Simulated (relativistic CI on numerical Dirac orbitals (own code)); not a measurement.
**Radial parameters of Pb XXVIII**

Method of calculation: Dirac-Coulomb-Breit CI, orbitals from a KLI potential per configuration, model QED (radiative potential, 1s self-energy scaled to tabulated hydrogen-like ionisation energies), unscaled Slater integrals (own radial code, finite nucleus).

Slater integrals F^k, G^k are unscaled and averaged over j, outside the closed core [Ar] 3d10 4d10; ζ comes from projecting the Hamiltonian with its Breit term on Σ l·s of the shell.

- 4s2.4p6.4f9: F^2(4f,4f) = 259960, F^4(4f,4f) = 168630, F^6(4f,4f) = 123050, ζ(4f) = 13390 cm⁻¹; <r>(4f) = 0.3989, <r^2>(4f) = 0.1837 (bohr units).
- 4s2.4p6.4f8.5s: F^2(4f,4f) = 262590, F^4(4f,4f) = 170450, F^6(4f,4f) = 124410, ζ(4f) = 13694, G^3(4f,5s) = 37904 cm⁻¹; <r>(4f) = 0.3955, <r^2>(4f) = 0.1805, <r>(5s) = 0.7129, <r^2>(5s) = 0.5662 (bohr units).
- 4s2.4p6.4f7.5s2: F^2(4f,4f) = 265420, F^4(4f,4f) = 172410, F^6(4f,4f) = 125880, ζ(4f) = 14002 cm⁻¹; <r>(4f) = 0.392, <r^2>(4f) = 0.1772 (bohr units).

Averages of the first 7 configurations, taken without configuration mixing, which lowers the lowest level and can move excited configurations by several eV; other configurations of the list can lie among them:

```csv
Configuration,Parity,States,Average energy above the lowest level (eV)
4s2.4p6.4f9,odd,2002,23.8
4s2.4p6.4f8.5s,even,6006,141.4
4s2.4p6.4f7.5s2,odd,3432,269.9
4s2.4p5.4f10,odd,6006,575.7
4s2.4p6.4f8.6s,even,6006,461.4
4s.4p6.4f10,even,2002,791.2
4p6.4f11,odd,364,1561.4
```
